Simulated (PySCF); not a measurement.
# Magnetisability: SMILES C/C(Br)=C(/C)C#N, C5H6BrN

Cartesian coordinates in Å; atom numbers follow the order of the lines, from 1:
```xyz
13

C    -1.963   -0.220   -0.201
C    -0.527   -0.594   -0.115
Br   -0.189   -2.463   -0.315
C     0.501    0.244    0.078
C     1.944   -0.158    0.153
C     0.238    1.625    0.218
N     0.062    2.752    0.339
H    -2.535   -0.737    0.571
H    -2.373   -0.517   -1.167
H    -2.087    0.854   -0.077
H     2.317   -0.405   -0.841
H     2.545    0.655    0.555
H     2.063   -1.036    0.786
```

Method: GIAO CAM-B3LYP/pcSseg-1 magnetisability, rotational g tensor and spin-rotation constants, non-relativistic, gas phase (PySCF 2.14.0). Geometry: GFN2-xTB.

The calculation is non-relativistic, which matters for the atoms heavier than Zn.

**Question.** What are the magnetisability and the molar susceptibility?

**Answer.** Isotropic -1343 × 10⁻³⁰ J/T², or -80.9 × 10⁻⁶ cm³/mol; principal values -1385, -1367, -1276 × 10⁻³⁰ J/T², anisotropy 101 × 10⁻³⁰ J/T² (root of half the summed squared differences of the principal values). The susceptibility is in cgs units.

**Question.** Split it along the inertial axes a, b, c into diamagnetic and paramagnetic parts about the centre of mass, with the quadrupole moment.

**Answer.** 
```tsv
axis	χ (10⁻⁶ cm³/mol)	diamagnetic (10⁻⁶ cm³/mol)	paramagnetic (10⁻⁶ cm³/mol)	summed x² of all electrons (Å²)	quadrupole Θ (D Å)
a	-81.1	-448.4	367.3	259.2	-20.00
b	-79.1	-1161.5	1082.4	91.1	+14.48
c	-82.3	-1486.3	1404.0	14.6	+5.52
```
Anisotropies 2χaa − χbb − χcc = -0.9 and 2χbb − χaa − χcc = +5.2 × 10⁻⁶ cm³/mol. Θ is traceless in Buckingham's convention.

**Question.** And the rotational g tensor?

**Answer.** 
```tsv
axis	rotational constant (GHz)	g	nuclear part	electronic part
a	3.8025	-0.0194	0.6367	-0.6561
b	0.9974	-0.0155	0.4916	-0.5072
c	0.7979	-0.0093	0.5171	-0.5263
```
Asymmetric top; isotopes 79Br, 12C, 1H, 14N; no vibrational averaging.
